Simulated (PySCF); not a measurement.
## MZn for M along the fifth-period p block

PBE with double-zeta basis sets in PySCF, for the lowest determinant that a PBE0 search found; no spin–orbit coupling. De refers to high-spin ground-configuration atoms. A positive dipole means M(−)Zn(+).

| M | basis | state (unpaired electrons) | Re (Å) | ωe (cm⁻¹) | De (eV) | μ (D) |
| --- | --- | --- | --- | --- | --- | --- |
| In | def2-SVP | doublet (π ↑) | 2.796 | 120 | 0.46 | 1.27 |
| Sn | def2-SVP | triplet (π ↑↑) | 2.615 | 166 | 0.89 | 2.47 |
| Sb | def2-SVP | quartet (σ ↑, π ↑↑) | 2.797 | 122 | 0.42 | 0.77 |
| I | def2-SVP | doublet (σ ↑) | 2.534 | 206 | 1.55 | 2.79 |

The shortest bond is that of ZnI (2.534 Å), the longest that of ZnSb (2.797 Å).

The state changes along the series, so neighbouring rows are not always alike in their bonding.

Weak bonds: ZnIn, ZnSb. Basis-set superposition, not corrected here, can be much of De in a small basis, most of all at correlated wavefunction levels. Functionals without a dispersion term scatter widely for such bonds, and LDA overbinds them. These are scalar-relativistic numbers at best; spin–orbit coupling would shift them, the dissociation energy most. States were picked by a PBE0 search and need not be the measured ground states.
